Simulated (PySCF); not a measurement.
NMR data simulated for an unnamed compound:

1H NMR (400 MHz, computed): δ 7.21 (s, 1H), 6.09 (d, 1H), 5.18 (d, 1H), 5.02 (s, 3H), 2.32 (s, 3H).

13C{1H} NMR (computed): δ 157.8 (C), 147.4 (C), 141.3 (CH), 135.4 (CH), 128.6 (C), 106.7 (CH), 19.9 (CH3).

PySCF calculation with structure optimised with GFN2-xTB and shieldings: GIAO PBE0/pcSseg-1; one computed conformer, relativity neglected, gas phase, equivalent nuclei averaged.

Referencing at the same level of theory: 1H (σ = 31.72 ppm) and 13C (σ = 186.93 ppm) vs TMS.

Which of these does the molecule contain: a non-aromatic C=C double bond, a (CH3)2CH unit, a CF3 group, an amide, a Si–H bond?

## Answers


- A non-aromatic C=C double bond: yes.
- A (CH3)2CH unit: no.
- A CF3 group: no.
- An amide: no.
- A Si–H bond: yes (δH 5.02 (s)).

The data belong to SMILES CC1=CC=C(O[SiH3])/C1=C/Cl, C7H9ClOSi; they needn't prove each group on their own.

Carbon signals by region: 6 in the sp2 and nitrile region (100–160 ppm), 1 below 50 ppm.

Carbons that carry Cl, above all several Cl atoms, come out too deshielded, partly because spin–orbit coupling is missing. Shifts are as computed. Against solution values, carbons near 30 ppm lie about +3 ppm off and those near 130 ppm about +5 ppm; carbons on Cl a further +6 ppm. Of 1309 compounds with measured shifts, 239 miss one by over three times the rms of a fit or turn the order of signals round; such compounds aren't used in these exercises. Multiplicities follow the n + 1 count of equivalent neighbours, as no J values were calculated; m marks all less simple cases, F and P coupling included.
